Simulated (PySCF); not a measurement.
SrF2, SMILES [F][Sr][F].

The structure is a stationary point at B3LYP-D3(BJ)/def2-TZVP. The isomer is the one that the SMILES or the coordinates give; other isomers of the formula were not compared. The def2 effective core potentials stand for the cores of Sr; spin–orbit coupling is left out.

Method: HF/def2-TZVPD in PySCF.

Isolated molecule, no solvent.

### Question
Estimate the frontier levels, gap, dipole moment and polarisability. (Estimate from the structure and the level; the computed values follow.)

### Answer

```json
{
  "highest_occupied_level": "-13.41 eV",
  "lowest_empty_level": "-0.37 eV",
  "orbital_gap": "13.05 eV",
  "dipole_moment": "6.67 D",
  "quadrupole, principal values (traceless, Buckingham form, about the centre of nuclear charge)": "-27.68, 12.14, 15.54 D·Å",
  "mean_static_polarisability": "20.4 bohr³ (3.03 Å³)",
  "polarisability_principal_values": "17.7, 18.9, 24.8 bohr³"
}
```
